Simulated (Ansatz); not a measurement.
C₂H₃ClFIn (`C=[CH][In]([F])[Cl]`). The species carries charge 0 and has multiplicity 1. In: def2 effective core potential.

Cartesian coordinates in Å:
```
C 0.5511 1.2156 0.7729
C 0.4332 -0.1056 0.7008
In -0.6152 -0.9863 -0.8956
F -1.3795 0.2225 -2.2201
Cl -1.0783 -3.1801 -1.4431
H 1.0897 1.6899 1.5907
H 0.1237 1.8845 0.0321
H 0.8753 -0.7405 1.4623
```

Task: List the harmonic frequencies (cm⁻¹, unscaled) at PBE0-D4/def2-TZVP in Ansatz. (Estimate.)

Result: The calculation gave: 57, 61, 122, 140, 266, 370, 462, 538, 586, 1005, 1015, 1039, 1260, 1434, 1651, 3127, 3180, 3216.

Task: Is this a minimum?

Result: Yes, all 18 modes are real.

Task: Give the ideal-gas thermochemistry at 298.15 K and 1 bar (rigid rotor, harmonic oscillator; point group Cs, symmetry number 1).

Result: Zero-point energy 116.8 kJ/mol; H(298) − E = 138.6 kJ/mol; entropy 374.8 J/(mol·K), of which translation 174.7, rotation 117.8, vibration 82.3; G(298) − E = 26.9 kJ/mol. Modes under 100 cm⁻¹ are hindered rotations or soft bends, so the harmonic entropy is rough.

Task: And at 400, 500, 600, 800 and 1000 K?

Result: 
```csv
T (K),H − E (kJ/mol),S (J/mol/K),G − E (kJ/mol)
400,149.5,406.0,-12.9
500,161.3,432.3,-54.9
600,173.9,455.3,-99.3
800,201.2,494.5,-194.4
1000,230.5,527.2,-296.6
```
